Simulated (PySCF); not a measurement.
Match the calculated data to a structure.

* Dipole: 1.91 D [CAM-B3LYP/def2-SVPD]
* Rotational structure: rotational constants A, B, C: 2.194, 2.000, 1.486 GHz [PBE0-D3(BJ)/def2-SVP]
* UV, strongest line: among the 6 lowest singlet transitions: S5 at 5.81 eV (214 nm, f = 0.031) [TDDFT CAM-B3LYP/def2-SVPD]
* UV, first state: lowest singlet excitation: 4.21 eV (294 nm, f = 0.005) [TDDFT CAM-B3LYP/def2-SVPD]
* Polarisability: 86.6 au [CAM-B3LYP/def2-SVPD]

Electronic properties: PySCF, gas phase, density fitting. Levels stand in brackets. One conformer (not necessarily the lowest) at the PBE0-D3(BJ)/def2-SVP geometry, without solvent, vibrations or thermal averaging.

Question: Which candidate is it?
A. `O=CO[SiH]1SCCS1`
B. `O=C1CCSC1`
C. `O=CC1SCCS1`

Answer: C. It is `O=CC1SCCS1`. Numbering: `[O:1]=[CH:2][CH:3]1[S:4][CH2:5][CH2:6][S:7]1`. Its formula, C4H6OS2, gives 2 degrees of unsaturation: 1 ring and 1 π bond in the structure found. The optimised geometry has point group C1 and is an asymmetric top.

The others, at the same levels:
- `O=C1CCSC1` fails: its computed static isotropic polarisability is 67.2 au (against 86.6 au), rotational constant A is 5.683 GHz (against 2.194 GHz) and smallest rotational constant is 1.824 GHz (against 1.486 GHz).
- `O=CO[SiH]1SCCS1` fails: its computed lowest singlet excitation is 5.46 eV (227 nm, f = 0.002) (against 4.21 eV), static isotropic polarisability is 102.6 au (against 86.6 au) and smallest rotational constant is 0.721 GHz (against 1.486 GHz).
